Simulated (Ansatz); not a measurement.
Si(OH)4 (SiO4H4). Total charge 0; singlet. Geometry PBE-D4/def2-SVP.

```xyz
9

Si    0.000    0.000    0.000
O    -0.043   -1.663   -0.087
H    -0.835   -2.004   -0.537
O     1.020    0.368    1.264
H     0.986   -0.282    1.988
O    -1.584    0.493    0.150
H    -1.728    1.415   -0.126
O     0.606    0.802   -1.328
H     1.577    0.871   -1.325
```

B3LYP takes the VWN-RPA correlation.

(1) Estimate the orbital energies around the gap (eV) in Ansatz with HF/6-31G, PBE-D4/def2-SVP, r2SCAN-D4/def2-TZVP, B3LYP-D4/6-31G, CAM-B3LYP-D4/def2-TZVP.

Answers

(1) 
```csv
orbital,HF/6-31G,PBE-D4/def2-SVP,r2SCAN-D4/def2-TZVP,B3LYP-D4/6-31G,CAM-B3LYP-D4/def2-TZVP
HOMO−5,-15.28,-8.40,-9.28,-10.17,-12.22
HOMO−4,-15.28,-8.40,-9.28,-10.17,-12.22
HOMO−3,-14.89,-7.67,-8.58,-9.47,-11.59
HOMO−2,-14.36,-7.62,-8.50,-9.35,-11.44
HOMO−1,-14.05,-6.93,-7.80,-8.83,-10.70
HOMO,-14.05,-6.93,-7.80,-8.83,-10.70
LUMO,3.89,-0.05,0.05,-0.02,1.05
LUMO+1,5.63,1.40,1.56,1.84,2.40
LUMO+2,5.77,1.40,1.56,1.85,2.40
LUMO+3,5.77,1.53,1.63,1.85,2.52
LUMO+4,7.98,3.96,3.62,4.18,4.66
LUMO+5,7.98,3.96,3.62,4.18,4.66
```
